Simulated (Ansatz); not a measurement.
The same path of GaH3O + H2 (7 atoms, charge 0, multiplicity 1) was run twice with different band settings. Lost on the way: H6–H7. Made: Ga1–H6, O2–H7.

Computed with RKS PBE0/def2-SVP in Ansatz 0.2.0.

Relaxed end points:

```xyz
7
Properties=species:S:1:pos:R:3
Ga -0.048 -0.212 0.153
O -0.034 -0.668 1.885
H -0.904 -0.732 2.292
H 1.372 -0.163 -0.486
H -1.436 0.027 -0.538
H 0.105 2.471 0.593
H 0.184 2.140 1.276
```

```xyz
7
Properties=species:S:1:pos:R:3
Ga 0.010 0.494 -0.215
O -0.002 0.090 1.930
H -0.869 -0.245 2.188
H 1.353 -0.216 -0.622
H -1.368 -0.237 -0.478
H -0.010 2.070 -0.058
H 0.126 0.906 2.430
```

Common settings: movable images 7; climbing image yes; spring 5.0 eV/Å²; optimiser quadratic models (default); start path through a guess of the saddle point; iteration limit 60; end points relaxed.

| run | force threshold |
| --- | --- |
| 1 | 0.05 eV/Å |
| 2 | 0.5 eV/Å |

**Question.** What does each run give, and how far can it be trusted?

**Answer.** Run 1: converged after 8 iterations, highest image 0.763 eV above the first end. A vibrational analysis at the climbing image gives one clearly imaginary mode, 1191i cm⁻¹: a first-order saddle point.
Run 2: converged after 5 iterations, highest image 0.762 eV above the first end. The threshold of 0.5 eV/Å is loose, so the images may lie well off the minimum-energy path. Another band between the same ends (7 images) ends at a top of the same energy, where a vibrational analysis finds 1 clearly imaginary mode.
The orbitals stay closed-shell, which can raise the energy where a bond breaks towards radicals; this wasn't checked here.
